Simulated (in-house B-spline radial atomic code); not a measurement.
A fraction x of an electron is moved 4s → 3d in Ca+, starting from [Ar] 4s1 and keeping the highest spin. Method: scalar-relativistic (X2C) LDA exchange-only, spin-polarised, spherical fractional occupations, Fermi nucleus of rms radius 3.4776 fm. Calculated with a radial B-spline atomic code at the basis-set limit.

```json
{"x": "0", "E(x) - E(0) (eV)": "0.0000", "4s up level (eV)": "-8.900", "3d up level (eV)": "-"}
{"x": "0.125", "E(x) - E(0) (eV)": "0.1773", "4s up level (eV)": "-8.724", "3d up level (eV)": "-7.226"}
{"x": "0.25", "E(x) - E(0) (eV)": "?", "4s up level (eV)": "?", "3d up level (eV)": "?"}
{"x": "0.375", "E(x) - E(0) (eV)": "?", "4s up level (eV)": "?", "3d up level (eV)": "?"}
{"x": "0.5", "E(x) - E(0) (eV)": "0.8185", "4s up level (eV)": "-8.221", "3d up level (eV)": "-6.319"}
{"x": "0.625", "E(x) - E(0) (eV)": "1.0632", "4s up level (eV)": "-8.061", "3d up level (eV)": "-6.050"}
{"x": "0.75", "E(x) - E(0) (eV)": "1.3208", "4s up level (eV)": "-7.905", "3d up level (eV)": "-5.796"}
{"x": "0.875", "E(x) - E(0) (eV)": "1.5900", "4s up level (eV)": "-7.752", "3d up level (eV)": "-5.556"}
{"x": "1", "E(x) - E(0) (eV)": "1.8693", "4s up level (eV)": "-", "3d up level (eV)": "-5.330"}
```

**Question.** What belongs in the row x = 0.25?

**Answer.** An energy change of 0.3740 eV; 4s up at -8.552 eV, 3d up at -6.906 eV.

**Question.** What belongs in the row x = 0.375?

**Answer.** An energy change of 0.5882 eV; 4s up at -8.384 eV, 3d up at -6.604 eV.

**Question.** Check Janak's theorem between x = 0.5 and 0.625.

**Answer.** The slope of the energy is 1.96 eV; the orbital levels give 1.96 eV (ε of the receiving orbital less ε of the emptying one, averaged over the two points).
